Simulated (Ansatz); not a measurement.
The cluster Co2Si5. Total charge 0; singlet. Geometry PBE-D4/def2-SVP; atoms count from 1.

```xyz
7

Co   -1.6115    0.5019   -0.6372
Co    0.6990   -1.2097    1.1415
Si    0.1479   -0.9906   -1.1509
Si   -1.3986   -1.0777    0.7801
Si    1.9472    0.2844   -0.0196
Si   -0.1230    1.0111    1.1373
Si    0.3391    1.4806   -1.2512
```

No other spin state of charge 0 was run. Another isomer (quintet) lies 1.27 eV lower at PBE0-D4/def2-TZVP; other spin states weren't run for this one.

Question: Estimate the Mulliken populations from the PBE0/def2-TZVP orbitals of Ansatz.

Answer: 
| atom | charge (e) | d electrons |
| --- | --- | --- |
| Co1 | 0.06 | 8.13 |
| Co2 | 0.06 | 8.13 |
| Si3 | 0.03 | – |
| Si4 | -0.08 | – |
| Si5 | -0.05 | – |
| Si6 | 0.03 | – |
| Si7 | -0.05 | – |
Mulliken values and Mayer orders depend strongly on the basis.

Question: And the Mayer bond orders between bonded heavy atoms (over 0.3)?

Answer: Co1–Si3 0.73 (2.36 Å); Co1–Si4 1.00 (2.13 Å); Co1–Si6 0.73 (2.37 Å); Co1–Si7 0.80 (2.27 Å); Co2–Si3 0.73 (2.37 Å); Co2–Si4 1.00 (2.13 Å); Co2–Si5 0.80 (2.27 Å); Co2–Si6 0.73 (2.37 Å); Si3–Si4 0.55 (2.48 Å); Si3–Si5 0.56 (2.48 Å); Si3–Si7 0.56 (2.48 Å); Si4–Si6 0.56 (2.47 Å); Si5–Si6 0.56 (2.48 Å); Si5–Si7 0.90 (2.35 Å); Si6–Si7 0.56 (2.48 Å). Values over 0.3 also appear between atoms too far apart for a bond (Co1–Co2 0.35 at 3.38 Å); they arise where an orbital or an unpaired electron spreads over both atoms.
